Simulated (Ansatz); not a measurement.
Mulliken charges of H3O3SV (`[OH][V]([OH])([OH])=[S]`) from PBE/def2-TZVPP in Ansatz (PBE0-D4/def2-TZVP geometry).

```tsv
atom	x (Å)	y (Å)	z (Å)	charge (e)
O1	-1.058	1.040	0.747	-0.404
V2	0.051	0.048	-0.179	0.838
O3	1.397	-0.362	0.868	-0.404
O4	-0.764	-1.425	-0.702	-0.381
S5	0.681	1.010	-1.817	-0.279
H6	-1.408	1.877	0.428	0.217
H7	2.316	-0.250	0.611	0.217
H8	-1.123	-1.994	-0.011	0.196
```

Problem. By hand: the dipole of these point charges (1 e Å = 4.8032 D).

Solution. Σ q r = (-0.016, -0.010, 0.195) e Å, of length 0.196 e Å = 0.94 D.

Problem. How does the dipole of the full density compare? (Best estimate.)

Solution. Ansatz gave: (-0.010, 0.005, 0.262) e Å, 1.26 D; the point charges give 0.75 times that, at 5° from its direction.

Point charges leave out the atoms' own dipoles, such as those of lone pairs, and Mulliken's split depends on the basis, so the two needn't agree.
